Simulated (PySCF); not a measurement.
# Potential energy of SnGe along the bond

Set-up: Sn def2-SVP with ECP28, Ge def2-SVP; scalar-relativistic core potentials (PySCF 2.14). Energies in eV from Sn + Ge in their ground configurations at the same level. State: ³Σ⁻ (triplet), unpaired electrons π ↑↑.

All columns are PBE0. A positive dipole means Sn(−)Ge(+).

```json
{"R (Å)": "2.220", "E (eV)": "-1.630", "μ (D)": "-0.55", "Mulliken charge on Sn (basis-dependent)": "0.05", "HOMO (eV)": "-5.20", "LUMO (eV)": "-3.79", "Mayer bond order": "1.90", "⟨S²⟩": "2.00"}
{"R (Å)": "2.323", "E (eV)": "-2.176", "μ (D)": "-0.60", "Mulliken charge on Sn (basis-dependent)": "0.06", "HOMO (eV)": "-5.24", "LUMO (eV)": "-3.61", "Mayer bond order": "1.92", "⟨S²⟩": "2.00"}
{"R (Å)": "2.426", "E (eV)": "-2.475", "μ (D)": "-0.63", "Mulliken charge on Sn (basis-dependent)": "0.06", "HOMO (eV)": "-5.26", "LUMO (eV)": "-3.46", "Mayer bond order": "1.93", "⟨S²⟩": "2.00"}
{"R (Å)": "2.504", "E (eV)": "-2.580", "μ (D)": "-0.66", "Mulliken charge on Sn (basis-dependent)": "0.06", "HOMO (eV)": "-5.26", "LUMO (eV)": "-3.36", "Mayer bond order": "1.94", "⟨S²⟩": "2.00"}
{"R (Å)": "2.581", "E (eV)": "-2.609", "μ (D)": "-0.68", "Mulliken charge on Sn (basis-dependent)": "0.06", "HOMO (eV)": "-5.26", "LUMO (eV)": "-3.27", "Mayer bond order": "1.95", "⟨S²⟩": "2.00"}
{"R (Å)": "2.658", "E (eV)": "-2.579", "μ (D)": "-0.70", "Mulliken charge on Sn (basis-dependent)": "0.06", "HOMO (eV)": "-5.24", "LUMO (eV)": "-3.19", "Mayer bond order": "1.96", "⟨S²⟩": "2.00"}
{"R (Å)": "2.762", "E (eV)": "-2.470", "μ (D)": "-0.72", "Mulliken charge on Sn (basis-dependent)": "0.06", "HOMO (eV)": "-5.22", "LUMO (eV)": "-3.09", "Mayer bond order": "1.97", "⟨S²⟩": "2.00"}
{"R (Å)": "2.891", "E (eV)": "-2.260", "μ (D)": "-0.74", "Mulliken charge on Sn (basis-dependent)": "0.06", "HOMO (eV)": "-5.17", "LUMO (eV)": "-2.99", "Mayer bond order": "1.98", "⟨S²⟩": "2.00"}
{"R (Å)": "3.046", "E (eV)": "-1.943", "μ (D)": "-0.77", "Mulliken charge on Sn (basis-dependent)": "0.06", "HOMO (eV)": "-5.09", "LUMO (eV)": "-2.88", "Mayer bond order": "1.99", "⟨S²⟩": "2.00"}
```

A fit through these points gives, at Re = 2.576 Å, μ = -0.68 D and dμ/dR = -0.269 D/Å; the reduced mass is 45.73 u.

How strong is the fundamental in the double-harmonic approximation, I = 42.26·(dμ/dR)²/μred km/mol?

I = 42.26·(-0.269)²/45.73 = 0.0669 km/mol at PBE0.

These are scalar-relativistic numbers at best; spin–orbit coupling would shift them, the dissociation energy most. The state was picked by a PBE0 search and need not be the measured ground state.
